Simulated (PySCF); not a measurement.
# Shapes and spin states of [IrO3]+

All numbers come from PySCF, B3LYP, basis Ir def2-SVP with ECP60, O def2-SVP (scalar-relativistic core potentials, no spin–orbit coupling, density fitting).

Relaxations began from a few typed shapes and spin states; open shells are unrestricted. The search is not exhaustive: other isomers or separated fragments can lie lower, and high-lying points may rest on an excited occupation.

```json
{"spin": "singlet", "group": "D3h", "bonds": "Ir–O 1.684 Å (×3)", "angles": "O–Ir–O 120.0° (×3)", "imaginary modes (cm⁻¹)": "none", "ΔE (kJ/mol)": "0.0", "ΔE with ZPE (kJ/mol)": "0.0"}
{"spin": "triplet", "group": "Cs", "bonds": "Ir–O 1.699 Å (×2), Ir–O 1.758 Å", "angles": "O–Ir–O 110.1° (×2), O–Ir–O 125.9°", "imaginary modes (cm⁻¹)": "none", "ΔE (kJ/mol)": "90.8", "ΔE with ZPE (kJ/mol)": "88.1"}
```

The lowest minimum found is the singlet D3h: Ir–O 1.684 Å (×3); O–Ir–O 120.0° (×3).

Formally Ir is in oxidation state +7, d2, with 0 unpaired electrons (the high-spin count would be 2). The polar-tensor charge on Ir, 1.51, is far below the formal one.

For the lowest minimum: with an element this heavy the missing spin–orbit coupling can shift these numbers.
